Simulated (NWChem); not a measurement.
Molecule: CF₃, doublet; SMILES F[C](F)F

Computed with NWChem. Spin-unrestricted. In the optimisation the excess spin sits in a (C3, its own frame). Structure relaxed at the PBE0/def2-SVP, spin-unrestricted level. No stability test was run on the SCF state. Principal shifts from the free-electron g value, in parts per thousand; spin-orbit coupling by linear response on scalar ZORA.

Task: What does the run give for B3LYP/x2c-SVPall, ZORA? Quantities: Δg1 (ppt); Δg2 (ppt); Δg3 (ppt); isotropic Δg (ppt).

Result: 
* **Δg1 (ppt)**: -0.48
* **Δg2 (ppt)**: 2.20
* **Δg3 (ppt)**: 2.20
* **isotropic Δg (ppt)**: 1.30
